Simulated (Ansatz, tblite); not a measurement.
Cost and result up the ladder for Ge₁₀H₁₄, a cluster with a defect cut from the lattice of germanium (two caps of one atom removed) (24 atoms). The state is a singlet with charge 0. Geometry: PBE-D4/def2-SVP.

```xyz
24

Ge   -1.5458   -2.2973    0.2342
Ge   -1.3884    1.0833   -1.8991
Ge   -1.4220    1.1335    2.1021
Ge    1.8553   -1.4535    2.5507
Ge    1.8742    2.0419    0.2118
Ge    1.7492   -1.3881   -1.6539
Ge   -2.2968    0.0242    0.1088
Ge    0.9098   -2.3828    0.4400
Ge    1.0513    0.9480   -1.8119
Ge    1.0273    0.8727    2.2102
H    -1.9638   -3.1015   -1.0344
H    -2.2028   -2.9882    1.4672
H    -1.9186    0.3587   -3.1717
H    -1.8396    2.5722   -1.9694
H    -2.0749    0.5069    3.3711
H    -1.7583    2.6558    2.1026
H     1.4218    3.5322    0.2807
H     3.4327    2.0226    0.2119
H     1.2101   -2.2277   -2.8517
H     3.3056   -1.4658   -1.6872
H    -3.8566    0.0840    0.1026
H     1.2716   -3.9057    0.3393
H     1.6826    1.6123   -3.0756
H     1.4761    1.7622    3.4217
```

Ansatz on 4 threads of AMD EPYC 7R13 on a shared host and a share (37 GiB) of an NVIDIA H100 80GB HBM3; xTB runs through tblite on one thread. Times are rough, summed over both states, and most runs start from the orbitals of an earlier one. PBE-QIDH/def2-TZVP serves as the yardstick here, not as an exact answer. The other state is a triplet at its own geometry.

The xTB rows come from tblite. Correlated methods freeze 90 core orbitals; core or outer-core shells of Ge are correlated, in sets that lack core-valence functions. Single mean-field runs in def2-TZVP are fitted with def2-universal-jkfit.

Run but left out: HF/STO-3G (singlet: restricted singlet, unstable in another Hartree–Fock run and untested here); HF/def2-TZVP (singlet: restricted singlet, unstable towards broken spin symmetry).

Correlated methods converge slowly with the basis.

xTB has no spin-polarisation term.

| level | functions | wall time |
| --- | --- | --- |
| GFN2-xTB | 104 | 0.11 s |
| GFN1-xTB | 118 | 0.14 s |
| PBE-D4/def2-TZVP (with forces) | 564 | 12 s |
| r2SCAN-D4/def2-TZVP | 564 | 13 s |
| PBE0-D4/def2-TZVP (with forces) | 564 | 16 s |
| MP2/def2-TZVP | 564 | 18 s |
| PBE-QIDH/def2-TZVP | 564 | 19 s |

Question: Estimate what each level gives for the triplet − singlet (eV).

Answer: 
| level | triplet − singlet (eV) | difference from PBE-QIDH/def2-TZVP (eV) | remarks |
| --- | --- | --- | --- |
| GFN2-xTB | 1.68 | 1.16 | – |
| GFN1-xTB | 0.82 | 0.30 | – |
| PBE-D4/def2-TZVP (with forces) | 0.68 | 0.16 | – |
| r2SCAN-D4/def2-TZVP | 0.50 | -0.02 | – |
| PBE0-D4/def2-TZVP (with forces) | 0.57 | 0.05 | – |
| MP2/def2-TZVP | 0.59 | 0.07 | restricted SCF unstable (singlet) |
| PBE-QIDH/def2-TZVP | 0.52 | 0.00 | – |
